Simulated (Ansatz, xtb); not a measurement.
## Relaxing a trial structure of BrGe2H3

The starting geometry of this gas-phase singlet has its atoms placed at random.

```xyz
6

Br   -0.3550   -0.8840   -0.7455
Ge   -1.7415    0.8879    0.1089
Ge    1.2887    0.3242    1.5234
H    -0.4252    0.6137   -0.8985
H    -0.7801   -0.0078   -2.0202
H    -0.3404    2.0602   -0.3383
```

**Question.** Guess where an optimisation with r2SCAN-D4/def2-SVP ends from this start.

**Answer.** It falls apart into BrGe2H + H2. Contacts that open: Br1–H4 (1.51 → 3.96 Å), Br1–H5 (1.60 → 3.22 Å), Ge2–H4 (1.68 → 4.41 Å). Contacts that close: Br1–Ge3 (3.05 → 2.58 Å), Ge2–Ge3 (3.39 → 2.43 Å), Ge3–H6 (3.02 → 1.80 Å), H4–H5 (1.33 → 0.76 Å).

The energy falls by 8.64 eV over 30 steps:

```
step  E − E(last) (eV)
   1             8.641
   4             4.550
   7             2.185
  11             0.393
  14             0.219
  17             0.069
  20             0.009
  24             0.003
  27             0.000
  30             0.000
```

Final geometry (Å):

```yaml
atoms:
  - { symbol: Br, position_ang: [-0.3404, -1.3266, 0.0766] }
  - { symbol: Ge, position_ang: [-1.4890, 0.6405, 1.2882] }
  - { symbol: Ge, position_ang: [0.9353, 0.4902, 1.3909] }
  - { symbol: H, position_ang: [-0.6806, 1.1263, -3.0169] }
  - { symbol: H, position_ang: [-0.6003, 0.5626, -2.5141] }
  - { symbol: H, position_ang: [-0.1785, 1.5010, 0.4050] }
```

From the same start GFN2-xTB ends elsewhere, in pieces: BrGe2H + H2.

From so rough a start the end depends on the optimiser's path, so another program may land elsewhere. No frequencies were run, so the end isn't proven a minimum. Run with Ansatz 0.2.0, 80 s on 2 threads of Intel(R) Xeon(R) Platinum 8259CL CPU @ 2.50GHz (Skylake/Cascade Lake), with other jobs on the host.
